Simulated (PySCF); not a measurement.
Magnetic susceptibility: SMILES C[Se]C, C$_{2}$H$_{6}$Se

Cartesian coordinates in Å; atom numbers follow the order of the lines, from 1:
```xyz
9

Se    0.000   -0.001   -1.302
C     1.460   -0.015   -0.006
H     1.396   -0.918    0.596
H     1.389    0.869    0.623
H     2.394   -0.003   -0.561
C    -1.460    0.015   -0.006
H    -1.399    0.921    0.593
H    -1.387   -0.867    0.625
H    -2.393   -0.001   -0.563
```

Method used: GIAO wB97X/def2-SVP magnetisability, rotational g tensor and spin-rotation constants, non-relativistic, gas phase (PySCF). Geometry: GFN2-xTB.

The calculation is non-relativistic, which matters for the atoms heavier than Zn.

Question: How diamagnetic is it, and how anisotropic?

Answer: Isotropic -950 × 10⁻³⁰ J/T², or -57.2 × 10⁻⁶ cm³/mol; principal values -988, -965, -896 × 10⁻³⁰ J/T², anisotropy 83 × 10⁻³⁰ J/T² (root of half the summed squared differences of the principal values). The susceptibility is in cgs units.

Question: Split it along the inertial axes a, b, c into diamagnetic and paramagnetic parts about the centre of mass, with the quadrupole moment.

Answer: 
```tsv
axis	χ (10⁻⁶ cm³/mol)	diamagnetic (10⁻⁶ cm³/mol)	paramagnetic (10⁻⁶ cm³/mol)	summed x² of all electrons (Å²)	quadrupole Θ (D Å)
a	-59.5	-177.0	117.5	50.9	+3.98
b	-58.1	-259.5	201.4	31.4	-0.52
c	-54.0	-349.2	295.2	10.3	-3.46
```
Anisotropies 2χaa − χbb − χcc = -6.9 and 2χbb − χaa − χcc = -2.7 × 10⁻⁶ cm³/mol. Θ is traceless in Buckingham's convention.

Question: And the rotational g tensor?

Answer: 
| axis | rotational constant (GHz) | g | nuclear part | electronic part |
| --- | --- | --- | --- | --- |
| a | 11.3350 | +0.0057 | 0.6315 | -0.6258 |
| b | 6.8502 | +0.0074 | 0.6554 | -0.6480 |
| c | 4.5156 | -0.0002 | 0.6261 | -0.6263 |

Asymmetric top; isotopes 12C, 1H, 80Se; no vibrational averaging.
